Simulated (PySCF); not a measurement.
This script is equivalent to a calculation on Ge (germanium, neutral).

```python
from pyscf import gto, scf, dft, mp, cc
import basis_set_exchange as bse
mol = gto.M(atom="Ge 0 0 0", charge=0, spin=2, symmetry="D2h",
            basis=gto.basis.parse(bse.get_basis("cc-pVDZ-DK", elements=["Ge"], fmt="nwchem", header=False)),
            nucmod="G")
mf = dft.UKS(mol, xc="PBE0").sfx2c1e()
mf.irrep_nelec = {'Ag': (6, 6), 'B1g': (1, 1), 'B2g': (1, 1), 'B3g': (1, 1), 'B1u': (3, 2), 'B2u': (3, 2), 'B3u': (2, 2)}
mf.kernel()
```

(1) What total energy does it give?

(2) Which occupied shell lies highest, and where?

(3) What is ⟨S²⟩, and what would a pure spin state give?

Answers

(1) -2098.368 hartree (calculated).

(2) 4p α, at -5.306 eV.

(3) 2.003, against 2.00.
